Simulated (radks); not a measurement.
The numbers below are computed, except where a source is named.
Question: The boron ion B3+, [He]. Level of theory: non-relativistic Kohn-Sham, r2SCAN, spin-polarised, spherical densities, point nucleus; meta-GGA in the generalised Kohn-Sham scheme (a radial shooting solver on a logarithmic mesh with Libxc functionals). Every spin shell is full or empty, so the densities are truly spherical. Functionals are evaluated on that one density, not self-consistently. Rank these orbital-free kinetic functionals by their error against the exact value of the orbitals, and give that value: Thomas-Fermi, von Weizsacker, TF + vW/9, TF + vW/5, LC94, APBEK, revAPBEK, Thakkar, Pearson, PG1, Ernzerhof.

Answer: Exact: 21.9937 hartree. From best to worst, with 100 (|E| - |E exact|)/|E exact| (equal figures are ties): von Weizsacker 0.00, APBEK +1.48, LC94 +1.61, Thakkar +1.84, TF + vW/9 +2.06, revAPBEK +2.37, Pearson -2.92, Ernzerhof +5.80, Thomas-Fermi -9.05, TF + vW/5 +10.95, PG1 +54.21.
